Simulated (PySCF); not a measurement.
Two species compared at the same levels of theory.

First species: C₄H₂FNOS.
Cartesian coordinates in Å at the PBE0-D3(BJ)/def2-SVP level; atoms count from 1:
```xyz
10
C4H2FNOS angstrom
O     -2.7134    0.9572    0.4197
C     -1.9358    0.0807    0.1359
C     -0.4844    0.2697    0.0899
S      0.2948    1.7688    0.4135
N      1.8210    1.1855    0.1778
C      1.7946   -0.0887   -0.1360
C      0.4967   -0.6576   -0.1969
F      0.2655   -1.9211   -0.4927
H     -2.2728   -0.9541   -0.1136
H      2.7237   -0.6328   -0.3257
```

Second species: BCl2GeH3.
SMILES: `Cl[B](Cl)[GeH3]`

Levels: CAM-B3LYP/def2-SVPD for dipole moment, HOMO energy, LUMO energy, HOMO–LUMO gap, static isotropic polarisability and electronic spatial extent ⟨r²⟩ about the centre of nuclear charge; TDDFT CAM-B3LYP/def2-SVPD for lowest singlet excitation; PBE0-D3(BJ)/def2-SVP for rotational constant A and rotational constant C. Geometries: PBE0-D3(BJ)/def2-SVP. Each structure is a single optimised conformer of the isolated species, non-relativistic unless stated; the electronic structure was computed with PySCF and density fitting.

Dipoles, sizes and rotational constants follow the conformer. The torsions of the flexible species, by atom-mapped SMILES:
- `[O:1]=[CH:2][c:3]1[s:4][n:5][cH:6][c:7]1[F:8]`: O1–C2–C3–S4 -1°

| property | column X | column Y |
| --- | --- | --- |
| dipole moment | 2.43 D | 0.46 D |
| HOMO energy | -9.35 eV | -9.71 eV |
| LUMO energy | -1.77 eV | -1.06 eV |
| HOMO–LUMO gap | 7.58 eV | 8.65 eV |
| lowest singlet excitation | 3.77 eV | 4.78 eV |
| static isotropic polarisability | 73.4 au | 74.4 au |
| electronic spatial extent ⟨r²⟩ about the centre of nuclear charge | 995 bohr² | 978 bohr² |
| rotational constant A | 2.469 GHz | 3.081 GHz |
| rotational constant C | 1.053 GHz | 1.026 GHz |

(1) Which column belongs to which species?

(2) How does each property change from the first species to the second?

Answers

(1) Column X is the first species and column Y the second. The first has 10 atoms and 66 electrons, the second 7 and 74.

(2) dipole moment -1.97 D; HOMO energy -0.36 eV; LUMO energy +0.71 eV; HOMO–LUMO gap +1.07 eV; lowest singlet excitation +1.01 eV; static isotropic polarisability +1.0 au; electronic spatial extent ⟨r²⟩ about the centre of nuclear charge -17 bohr²; rotational constant A +0.612 GHz; rotational constant C -0.027 GHz.

On the first: The polarisability is 10.88 Å³ as a volume (1 au = 0.148185 Å³), or 1.11 au for each of the 66 electrons. In atomic units the dipole is 0.96 e·bohr (1 au = 2.5417 D).

On the second: The principal polarisabilities are 59.1, 80.8 and 83.3 au; their mean is the isotropic value. The dipole equals about 1.5 × 10⁻³⁰ C·m (1 D = 3.33564 × 10⁻³⁰ C·m). The calculation is non-relativistic and has no spin–orbit coupling, an omission that weighs most on germanium.
